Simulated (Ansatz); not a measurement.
Sn₃O₄. Charge 0, multiplicity 1. Geometry r2SCAN-D4/def2-SVP, basis def2-TZVP, Ansatz.

```xyz
7

Sn   -1.319    1.927   -0.727
Sn    2.004    0.131   -0.580
Sn   -1.135   -1.400    1.059
O     0.676   -1.594   -0.195
O    -1.854    0.300    0.306
O     0.618    1.504   -0.988
O     1.010   -0.867    1.124
```

```csv
run,HOMO (eV),LUMO (eV)
A,-6.73,-2.36
B,-6.89,-2.13
C,-5.94,-2.75
D,-5.45,-2.77
E,-5.56,-2.84
F,-6.51,-2.49
```

In the def2 sets Sn takes a core potential; there is no spin–orbit coupling. B3LYP takes the VWN-RPA correlation. HSE06 is defined as in plane-wave codes, on full-range PBE exchange. The structure holds one bond between oxygen atoms, so isomers without such links may lie far lower. The structure comes from a short search, and lower isomers may exist.

The runs used B3LYP, BLYP, HSE06, PBE, PBE0, r2SCAN. Estimate which is which.

A B3LYP (20 % exact exchange); B PBE0 (25 % exact exchange); C r2SCAN (0 % exact exchange); D BLYP (0 % exact exchange); E PBE (0 % exact exchange); F HSE06 (range-separated). Exact exchange lowers occupied and raises empty levels; among semilocal functionals meta-GGAs tend to open the gap a little, and such runs are hard to tell apart. The gap grows from 2.68 eV (BLYP) to 4.76 eV (PBE0). The restricted singlet is unstable towards broken spin symmetry in Hartree–Fock (as tested in another run); at B3LYP-D4/def2-TZVP, PBE0-D4/def2-TZVP, r2SCAN-D4/def2-TZVP, BLYP-D4/def2-TZVP and others this wasn't settled.
